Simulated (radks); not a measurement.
Values are calculated unless marked as measured or tabulated.
Ca+, 19 electrons, occupied as [Ar] 4s1 (the NIST ground configuration). Level of theory: non-relativistic Kohn-Sham, LB94 model potential, spin-polarised, spherical densities, point nucleus; open shells are filled with parallel spins first (a radial shooting solver on a logarithmic mesh with Libxc functionals).

Unscreened Slater integrals over Kohn-Sham orbitals (eV). They are taken over the spin-up orbitals.

| integral | value |
|---|---|
| F0(4s,4s) | 7.1862 |
| F0(4s,3p) | 9.1938 |
| G1(4s,3p) | 0.71287 |
| F0(4s,3s) | 9.2740 |
| G0(4s,3s) | 0.49858 |
| F0(4s,2p) | 10.064 |
| G1(4s,2p) | 0.25993 |
| F0(3p,3p) | 19.536 |
| F2(3p,3p) | 9.7770 |
| F0(3p,3s) | 20.285 |
| G1(3p,3s) | 13.460 |
| F0(3p,2p) | 26.673 |
| F2(3p,2p) | 4.9173 |
| G0(3p,2p) | 1.9137 |
| G2(3p,2p) | 1.9672 |
| F0(3s,3s) | 21.127 |
| F0(3s,2p) | 28.166 |
| G1(3s,2p) | 2.1773 |
| F0(2p,2p) | 76.190 |
| F2(2p,2p) | 35.625 |
